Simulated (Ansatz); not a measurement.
`O[AsH2]` + CH₃SH → `CS[AsH2]` + H₂O  (ligand exchange at the As–O bond)

Calculated with Ansatz (gas phase, PBE0-D4/def2-TZVP geometries, no zero-point term in ΔE). CCSD(T)/CBS is the MP2 limit (def2-TZVPP, def2-QZVPP) plus CCSD(T) − MP2 in def2-TZVPP, frozen cores. This one scheme is used for every species. DFT in def2-TZVPP. B3LYP here is the variant with VWN-RPA as its local correlation; programs differ in this. HSE06 is defined as in plane-wave codes. For As outer-core shells are correlated without core-valence functions, which leaves a few kJ/mol of doubt a bond. Scalar relativity is left out up to krypton.

`O[AsH2]`:

```xyz
5

O    -0.343   -0.557    0.898
As    0.465    0.050   -0.593
H     0.078   -1.384    1.143
H    -0.821    0.401   -1.337
H     0.622    1.491   -0.112
```

CH₃SH:

Cartesian coordinates in Å:
```
C -0.425 -0.091 0.229
S 0.686 0.824 -0.863
H -0.585 -1.109 -0.126
H -1.378 0.439 0.205
H -0.059 -0.101 1.255
H 1.761 0.039 -0.700
```

`CS[AsH2]`:

```xyz
8

C     0.129   -0.995    1.008
S    -0.749    0.508    0.512
As    0.262    0.879   -1.445
H     1.197   -0.814    1.123
H    -0.039   -1.808    0.303
H    -0.285   -1.279    1.977
H    -1.008    1.139   -2.245
H     0.494    2.370   -1.233
```

H₂O:

```xyz
3

O     0.047    0.214    0.321
H    -0.769    0.049   -0.156
H     0.722   -0.264   -0.165
```

```json
{"level": "LDA (SPW92)", "ΔE (kcal/mol)": "-13.4", "difference from CCSD(T)/CBS": "0.1"}
{"level": "PBE-D4", "ΔE (kcal/mol)": "-13.5", "difference from CCSD(T)/CBS": "0.0"}
{"level": "revPBE-D4", "ΔE (kcal/mol)": "-13.8", "difference from CCSD(T)/CBS": "-0.3"}
{"level": "BLYP-D4", "ΔE (kcal/mol)": "-11.9", "difference from CCSD(T)/CBS": "1.6"}
{"level": "r2SCAN-D4", "ΔE (kcal/mol)": "-12.6", "difference from CCSD(T)/CBS": "0.9"}
{"level": "B97M-V", "ΔE (kcal/mol)": "-10.6", "difference from CCSD(T)/CBS": "2.9"}
{"level": "PBE0-D4", "ΔE (kcal/mol)": "-14.0", "difference from CCSD(T)/CBS": "-0.5"}
{"level": "B3LYP-D4", "ΔE (kcal/mol)": "-12.2", "difference from CCSD(T)/CBS": "1.3"}
{"level": "r2SCANh-D4", "ΔE (kcal/mol)": "-12.9", "difference from CCSD(T)/CBS": "0.6"}
{"level": "HSE06-D4", "ΔE (kcal/mol)": "-14.0", "difference from CCSD(T)/CBS": "-0.5"}
{"level": "CAM-B3LYP-D4", "ΔE (kcal/mol)": "-10.5", "difference from CCSD(T)/CBS": "3.0"}
{"level": "ωB97X-V", "ΔE (kcal/mol)": "-10.7", "difference from CCSD(T)/CBS": "2.8"}
{"level": "ωB97M-V", "ΔE (kcal/mol)": "-11.6", "difference from CCSD(T)/CBS": "1.9"}
{"level": "B2PLYP", "ΔE (kcal/mol)": "-11.1", "difference from CCSD(T)/CBS": "2.4"}
{"level": "PBE-QIDH", "ΔE (kcal/mol)": "-13.3", "difference from CCSD(T)/CBS": "0.2"}
{"level": "PBE", "ΔE (kcal/mol)": "-12.4", "difference from CCSD(T)/CBS": "1.1"}
{"level": "revPBE", "ΔE (kcal/mol)": "-11.9", "difference from CCSD(T)/CBS": "1.6"}
{"level": "BLYP", "ΔE (kcal/mol)": "-9.7", "difference from CCSD(T)/CBS": "3.8"}
{"level": "r2SCAN", "ΔE (kcal/mol)": "-12.3", "difference from CCSD(T)/CBS": "1.2"}
{"level": "PBE0", "ΔE (kcal/mol)": "-13.0", "difference from CCSD(T)/CBS": "0.5"}
{"level": "B3LYP", "ΔE (kcal/mol)": "-10.4", "difference from CCSD(T)/CBS": "3.1"}
{"level": "r2SCANh", "ΔE (kcal/mol)": "-12.6", "difference from CCSD(T)/CBS": "0.9"}
{"level": "r2SCAN0", "ΔE (kcal/mol)": "-13.1", "difference from CCSD(T)/CBS": "0.4"}
{"level": "HSE06", "ΔE (kcal/mol)": "-13.1", "difference from CCSD(T)/CBS": "0.4"}
{"level": "BHLYP", "ΔE (kcal/mol)": "-10.4", "difference from CCSD(T)/CBS": "3.1"}
{"level": "CAM-B3LYP", "ΔE (kcal/mol)": "-9.4", "difference from CCSD(T)/CBS": "4.1"}
{"level": "LC-ωPBE", "ΔE (kcal/mol)": "-10.8", "difference from CCSD(T)/CBS": "2.7"}
{"level": "RPA@PBE/def2-TZVPP", "ΔE (kcal/mol)": "-10.0", "difference from CCSD(T)/CBS": "3.5"}
{"level": "CCSD/def2-SVP", "ΔE (kcal/mol)": "-10.2", "difference from CCSD(T)/CBS": "3.3"}
{"level": "CCSD(T)/def2-SVP", "ΔE (kcal/mol)": "-10.5", "difference from CCSD(T)/CBS": "3.0"}
{"level": "HF/def2-TZVPP", "ΔE (kcal/mol)": "-9.1", "difference from CCSD(T)/CBS": "4.4"}
{"level": "MP2/def2-TZVPP", "ΔE (kcal/mol)": "-13.3", "difference from CCSD(T)/CBS": "0.2"}
{"level": "SCS-MP2/def2-TZVPP", "ΔE (kcal/mol)": "-11.3", "difference from CCSD(T)/CBS": "2.2"}
{"level": "CCSD/def2-TZVPP", "ΔE (kcal/mol)": "-11.3", "difference from CCSD(T)/CBS": "2.2"}
{"level": "CCSD(T)/def2-TZVPP", "ΔE (kcal/mol)": "-11.8", "difference from CCSD(T)/CBS": "1.7"}
{"level": "MP2/def2-QZVPP", "ΔE (kcal/mol)": "-14.2", "difference from CCSD(T)/CBS": "-0.7"}
{"level": "SCS-MP2/def2-QZVPP", "ΔE (kcal/mol)": "-12.1", "difference from CCSD(T)/CBS": "1.4"}
{"level": "HF/CBS(def2)", "ΔE (kcal/mol)": "-8.7", "difference from CCSD(T)/CBS": "4.8"}
{"level": "MP2/CBS(def2)", "ΔE (kcal/mol)": "-15.0", "difference from CCSD(T)/CBS": "-1.5"}
{"level": "CCSD/CBS(def2)", "ΔE (kcal/mol)": "-13.0", "difference from CCSD(T)/CBS": "0.5"}
{"level": "CCSD(T)/CBS", "ΔE (kcal/mol)": "-13.5", "difference from CCSD(T)/CBS": "0"}
```

Largest T1 diagnostic among the species: 0.012.

In def2-TZVPP, CCSD(T) changes the Hartree–Fock value by −2.8 kcal/mol (the triples alone add −0.5 kcal/mol) and MP2 by −4.3 kcal/mol. The D4 term adds −1.8 kcal/mol with B3LYP and −1.0 kcal/mol with PBE0; it sums over pairs of atoms, weighted by their polarisabilities, and B3LYP, whose exchange is more repulsive, gets the larger term.
